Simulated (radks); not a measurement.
Task: Neutral osmium, 76 electrons, occupied as [Xe] 4f14 5d(3/2: 4, 5/2: 2) 6s2 (the NIST ground configuration). All-electron calculation, Dirac Kohn-Sham, LDA (Slater exchange, Perdew-Wang correlation), spin-unpolarised, spherical densities, point nucleus. Program: a radial shooting solver on a logarithmic mesh with Libxc functionals. Some entries of the table are withheld. Estimate them.

orbital,occ.,eigenvalue (hartree),<1/r> (bohr^-1),<r^2> (bohr^2)
1s1/2,2,-2708.746,90.45,0.0004338
2s1/2,2,-471.4444,22.09,0.006590
2p1/2,2,-451.4615,(1),0.004687
2p3/2,4,-395.2440,(2),0.005883
3s1/2,2,-109.6751,8.107,0.04296
3p1/2,2,(3),8.023,0.03930
3p3/2,4,(4),7.051,0.04583
3d3/2,4,-73.44936,6.949,0.03535
3d5/2,6,-70.79260,6.723,0.03714
4s1/2,2,-23.10717,3.420,0.2109
4p1/2,2,-19.35524,(5),(6)
4p3/2,4,-16.46722,(7),(8)
4d3/2,4,-10.30377,2.761,0.2700
4d5/2,6,-9.76888,2.680,0.2827
5s1/2,2,-3.35400,1.352,1.138
5p1/2,2,-2.19340,1.223,1.369
4f5/2,6,-1.95905,(9),0.3768
4f7/2,8,-1.85583,(10),0.3885
5p3/2,4,-1.73967,1.099,1.639
5d3/2,4,(11),0.7478,3.824
6s1/2,2,-0.23234,0.4281,10.13
5d5/2,2,(12),0.7140,4.228

Result: 
(1) 2p1/2 <1/r> (bohr^-1): 22.05
(2) 2p3/2 <1/r> (bohr^-1): 18.31
(3) 3p1/2 eigenvalue (hartree): -100.7274
(4) 3p3/2 eigenvalue (hartree): -88.47092
(5) 4p1/2 <1/r> (bohr^-1): 3.310
(6) 4p1/2 <r^2> (bohr^2): 0.2164
(7) 4p3/2 <1/r> (bohr^-1): 2.970
(8) 4p3/2 <r^2> (bohr^2): 0.2510
(9) 4f5/2 <1/r> (bohr^-1): 2.258
(10) 4f7/2 <1/r> (bohr^-1): 2.225
(11) 5d3/2 eigenvalue (hartree): -0.25429
(12) 5d5/2 eigenvalue (hartree): -0.21592
